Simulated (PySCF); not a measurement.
**Assigning NMR signals**

Geometry (Å), atoms numbered from 1 in this order:
```xyz
19

C     3.393    0.643    0.261
C     2.218    0.558    0.473
C     0.797    0.459    0.695
Si    0.162   -1.353    0.698
C    -1.716   -1.071    0.575
C    -2.014    0.006   -0.470
O    -1.372    1.239   -0.210
C     0.029    1.258   -0.389
C     0.435    0.790   -1.704
N     0.744    0.400   -2.734
H     4.424    0.715    0.088
H     0.559    0.925    1.658
H     0.673   -2.063   -0.475
H     0.544   -1.995    1.956
H    -2.249   -1.979    0.298
H    -2.116   -0.744    1.536
H    -3.079    0.258   -0.471
H    -1.744   -0.358   -1.471
H     0.301    2.322   -0.322
```

- geometry: GFN2-xTB
- σ from GIAO-PBE0/pcSseg-1
- run in PySCF 2.14
- non-relativistic, one conformer, gas phase

Scale: ¹³C, ¹H vs TMS (reference shieldings calculated alike).

Q: Assign these signals to the numbered atoms. ¹³C{¹H} NMR (computed): δ 120.4 (C), 84.4 (C), 80.0 (CH), 70.1 (CH), 65.5 (CH2), 18.7 (CH), 11.0 (CH2).

A: 
| δ (ppm) | atoms | environment | reason |
| --- | --- | --- | --- |
| 120.4 | C9 | nitrile carbon | typical of a nitrile |
| 84.4 | C2 | alkyne carbon | sp carbons lie upfield of alkene carbons because the cylindrical π system leaves one tensor component strongly shielded |
| 80.0 | C1 | terminal alkyne carbon | the triple bond shields along its axis, which puts it between sp3 and sp2 carbons |
| 70.1 | C8 | sp3 CH bonded to O, α to a nitrile | deshielded by the electronegative neighbour |
| 65.5 | C6 | sp3 CH2 bonded to O | deshielded by the electronegative neighbour |
| 18.7 | C3 | propargylic sp3 CH bonded to Si | – |
| 11.0 | C5 | sp3 CH2 bonded to Si | an electropositive neighbour leaves it electron-rich and shielded |

Q: Assign these signals to the numbered atoms. ¹H NMR (600 MHz, computed): δ 5.10 (m, 1H), 4.62 (m, 1H), 4.35 (m, 1H), 4.27 (m, 1H), 4.23 (m, 1H), 2.35 (m, 1H), 1.71 (d, 1H), 1.08 (m, 1H), 0.60 (m, 1H).

A: 
5.10 → H19, hydrogen on an sp3 CH bonded to O, α to a nitrile: its carbon carries O, which withdraws density
4.62 → H13, hydrogen on a silicon bonded to 2 C, in a 6-membered ring
4.35 → H17, hydrogen on an sp3 CH2 bonded to O: its carbon carries O, which withdraws density
4.27 → H14, hydrogen on a silicon bonded to 2 C, in a 6-membered ring
4.23 → H18, hydrogen on an sp3 CH2 bonded to O: its carbon carries O, hence the downfield position
2.35 → H12, hydrogen on a propargylic sp3 CH bonded to Si
1.71 → H11, hydrogen on a terminal alkyne carbon: it lies on the axis of the triple bond, in its shielding cone
1.08 → H16, hydrogen on an sp3 CH2 bonded to Si
0.60 → H15, hydrogen on an sp3 CH2 bonded to Si: an electropositive neighbour shields it, as in TMS itself

H17 and H14; H14 and H18 lie closer than the usual error of such a calculation, so a measured spectrum could show them in the other order.

Shifts are as computed. Against solution values, carbons near 30 ppm lie about +3 ppm off and those near 130 ppm about +5 ppm. Of 1211 compounds with measured shifts, 218 miss one by over three times the rms of a fit or turn the order of signals round; such compounds aren't used in these exercises. No couplings were computed; multiplicities are counted from neighbouring protons, with m where these are inequivalent, close in shift, in a saturated or five-membered ring or joined by F or P, and br s for small geminal =CH2 splittings.
